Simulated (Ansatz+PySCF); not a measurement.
**doublet CuO: levels of theory in one basis**

```xyz
2

Cu    0.0000    0.0000    0.0000
O     0.0000    0.0000    1.7930
```

Basis set: def2-SVP (spherical functions). Correlated methods keep 6 orbitals frozen. Correlation on ROHF uses semicanonical orbitals with singles. Charge 0, multiplicity 2.

Computed with Ansatz (development build ahead of 0.2.0); each method stands on the lowest determinant of its kind that the runs found.

```json
{"method": "ROHF", "E − E(ROHF) (eV)": "0.00", "<S²> of the determinant": "0.75"}
{"method": "UHF", "E − E(ROHF) (eV)": "-0.11", "<S²> of the determinant": "0.77"}
{"method": "ROHF-MP2", "E − E(ROHF) (eV)": "-14.29", "<S²> of the determinant": "–"}
{"method": "UHF-MP2", "E − E(ROHF) (eV)": "-14.30", "<S²> of the determinant": "0.77"}
```

Q: Is a single determinant a sound starting point here?

A: By this sign, yes. Unrestricted orbitals gain 0.11 eV and <S²> is 0.77 against 0.75 for a pure state.
